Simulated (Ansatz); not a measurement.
```yaml
atoms:
  - { symbol: C, position_ang: [-0.0024, -0.0580, -0.6134] }
  - { symbol: O, position_ang: [-0.0816, -0.1087, 0.7590] }
  - { symbol: H, position_ang: [-0.0032, -1.0862, -1.0711] }
  - { symbol: H, position_ang: [-0.8793, 0.4943, -0.9715] }
  - { symbol: H, position_ang: [0.8440, 0.4093, -1.1171] }
  - { symbol: H, position_ang: [0.0413, 0.8348, 1.0592] }
```

Basis set: 6-31G (spherical functions). Frozen core: 2 orbitals. Charge 0, multiplicity 1.

Computed with Ansatz (development build ahead of 0.2.0); each method stands on the lowest determinant of its kind that the runs found. Restricted open shells among the atoms or ions are ROHF, correlated in semicanonical orbitals with singles.

The atomization energy at this shape (free ground-state atoms in the same class of orbitals less the molecule, no zero-point energy) of singlet CH4O:

```tsv
method	atomization energy
RHF-MP2	419.05 kcal/mol
```

What does RHF give?

330.44 kcal/mol.

This basis has no polarisation functions and is too small for such energies, which can lie far from measured ones in either direction.
